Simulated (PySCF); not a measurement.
**Working out the ionisation energy of Xe²⁺**

Xe²⁺ [Kr] 4d10 5s2 5p4 (3P) → Xe³⁺ [Kr] 4d10 5s2 5p3 (4S). Calculation: PySCF 2.14, in x2c-TZVPPall; scalar relativity by spin-free X2C-1e. Frozen: [Ar] 3d10. Energies in hartree (1 hartree = 27.21139 eV):

```tsv
part	Xe²⁺ (lower)	Xe³⁺ (upper)
UHF	-7442.302343	-7441.225536
CCSD correlation	-0.554116	-0.524949
(T)	-0.007835	-0.006869
```

Question: What does Hartree-Fock give?

Answer: (-7441.225536) − (-7442.302343) = 1.076807 hartree = 29.301 eV.

Question: What do CCSD and CCSD(T) give?

Answer: The CCSD correlation energies differ by 0.029167 hartree = 0.794 eV and the triples by 0.000966 hartree = 0.026 eV, so CCSD gives 30.095 eV and CCSD(T) 30.121 eV.

Reference: 31.05 ± 0.04 eV (semi-empirical (NIST evaluation); NIST Atomic Spectra Database, ionization energies), between the lowest levels; spin-orbit coupling is absent from the calculation.

What remains against the reference includes basis incompleteness, the frozen core and higher excitations.
